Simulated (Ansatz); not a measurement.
Geometry optimisation, Ansatz 0.2.0, RKS B3LYP/def2-SVP.

input.yaml

```yaml
crystal:
  periodic: [false, false, false]
  atoms:
    - { symbol: C, position_ang: [0.575, -2.7366, -0.2045] }
    - { symbol: C, position_ang: [1.0392, -1.2695, -0.1299] }
    - { symbol: O, position_ang: [-0.1094, -0.3907, -0.0432] }
    - { symbol: Si, position_ang: [0.2791, 1.26, 0.0776] }
    - { symbol: Si, position_ang: [-1.7644, 2.4356, 0.2137] }
    - { symbol: Cl, position_ang: [-1.3968, 4.4734, 0.3651] }
    - { symbol: H, position_ang: [-0.0998, -2.8102, -1.083] }
    - { symbol: H, position_ang: [-0.0318, -2.9232, 0.6608] }
    - { symbol: H, position_ang: [1.3583, -3.3851, -0.2525] }
    - { symbol: H, position_ang: [1.6879, -1.1668, 0.7782] }
    - { symbol: H, position_ang: [1.6184, -1.0378, -1.0071] }
    - { symbol: H, position_ang: [1.0819, 1.4941, 1.2898] }
    - { symbol: H, position_ang: [0.9371, 1.6868, -1.1316] }
    - { symbol: H, position_ang: [-2.5718, 2.0852, 1.4631] }
    - { symbol: H, position_ang: [-2.6248, 2.2343, -0.9674] }
basis:
  gaussian: { orbitals: def2-SVP }
hamiltonian:
  xc: b3lyp
relax:
  f_tol: 0.015
  max_steps: 40
```

Command:

```bash
$ ansatz run input.yaml --threads 2 --pin off --max-ram 3072MiB --backend cpu --events-out ev --progress --plain --runs-dir out
```

Where does it end, and by what steps?

The run converged. After 8 steps the energy has fallen by 0.343 eV; H13 moved furthest, 0.22 Å.

| step | energy less start (eV) | largest force component (eV/Å) | accepted |
| --- | --- | --- | --- |
| 0 | 0.0000 | 3.392 | yes |
| 1 | -0.2789 | 1.131 | yes |
| 2 | -0.3240 | 0.323 | yes |
| 3 | -0.3333 | 0.181 | yes |
| 4 | -0.3383 | 0.153 | yes |
| 5 | -0.3417 | 0.040 | yes |
| 6 | -0.3424 | 0.046 | yes |
| 7 | -0.3407 | 0.224 | no |
| 8 | -0.3427 | 0.012 | yes |

```xyz
15
Properties=species:S:1:pos:R:3
C 0.437 -2.664 -0.197
C 1.085 -1.293 -0.124
O 0.075 -0.298 -0.023
Si 0.336 1.350 0.083
Si -1.794 2.330 0.225
Cl -1.480 4.399 0.359
H -0.224 -2.732 -1.075
H -0.168 -2.854 0.703
H 1.205 -3.451 -0.276
H 1.762 -1.237 0.751
H 1.705 -1.115 -1.024
H 1.148 1.697 1.292
H 1.065 1.867 -1.118
H -2.546 1.891 1.434
H -2.628 2.060 -0.981
```

Time of the run: 41 s on 2 threads of Arm Neoverse V2, on a shared host, peak memory 0.38 GiB.
